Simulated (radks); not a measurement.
The mean radii <r> (bohr) of the occupied orbitals of an atom or ion are listed with their occupations. Method: non-relativistic Kohn-Sham, PBE, spin-polarised, spherical densities, point nucleus; computed with a radial shooting solver on a logarithmic mesh with Libxc functionals.

| orbital | occ. | <r> |
|---|---|---|
| 1s up | 1 | 0.3777 |

Name the element and its charge. Open shells, if any, are filled with parallel spins first.

Answer. Z = 4, beryllium, charge +3: Be3+ in 1s1. The 1s radius gives Z: for a bare nucleus <r> = 1.5/Z, 0.375 bohr for Z = 4, and the self-interaction of the functional makes it slightly larger (0.3777 here). The occupations add up to 1, and the charge is Z minus that.
